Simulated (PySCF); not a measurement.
**Adding and removing an electron: GaF**

PBE0; PySCF, no relativity, basis sets Ga def2-TZVPPD, F def2-TZVPPD. Neutral (UKS): singlet (closed shell), Re = 1.788 Å, ωe = 613 cm⁻¹, De = 5.97 eV, HOMO -7.85 eV, LUMO -1.43 eV.

GaF⁺ (UKS): doublet (σ ↑), Re = 1.706 Å, ωe = 717 cm⁻¹, De = 1.62 eV to Ga⁺ + F. The energies at the minima are -2024.44861 hartree for GaF and -2024.06840 for GaF⁺.

Problem. Work out the adiabatic ionisation energy, without and with harmonic zero-point energies (1 hartree = 27.2114 eV, 1 eV = 8065.5 cm⁻¹), and the change of the bond length.

Solution. At PBE0: 0.38021 hartree = 10.346 eV between the minima; the zero-point term (717.0 − 613.0)/2 cm⁻¹ = +0.006 eV makes it 10.352 eV. Re changes by -8.2 pm against the neutral. Minus the HOMO energy is 7.85 eV, -2.50 eV from the value between the minima; self-interaction puts the Kohn–Sham level too high, less so with exact exchange. The electron leaves a σ orbital, and the shorter bond of the ion fits an antibonding orbital, or a change in how ionic the bond is.

Spin–orbit coupling is left out. For an ion De counts to the pair picked by the measured ionisation energies or electron affinities, which need not be the lowest pair at this level. States were picked by a PBE0 search and need not be the measured ground states.
